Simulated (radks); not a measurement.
Problem. These are the eigenvalues of the occupied orbitals of an atom or ion with whole-number occupations (hartree). Calculated with a radial shooting solver on a logarithmic mesh with Libxc functionals: Dirac Kohn-Sham, exchange-only PBE, spin-unpolarised, spherical densities, finite nucleus; Fermi nuclear charge, rms radius of each element as measured or else 0.836 A^(1/3) + 0.57 fm.

orbital  eigenvalue
1s1/2     -1555.052
2s1/2     -266.6733
2p1/2     -253.1689
2p3/2     -235.4342
3s1/2     -72.37334
3p1/2     -66.65261
3p3/2     -63.09184
3d3/2     -53.17116
3d5/2     -52.39828
4s1/2     -27.88896
4p1/2     -25.64659
4p3/2     -24.72630
4d3/2     -20.99421

Which element is it, and in what charge state? The configuration may be excited. Open shells, if any, fill j = l - 1/2 first.

Solution. Z = 59, praseodymium, charge +20: Pr20+ in [Kr] 4d3. The list shows which subshells hold electrons but not how many an open one holds; the 1s level, -1555.1 hartree, gives Z - s = 55.8 by -(Z - s)^2/2, which with screening and relativity narrows Z to a few neighbours, and the depths of the outer levels then fix element, charge and occupations together.
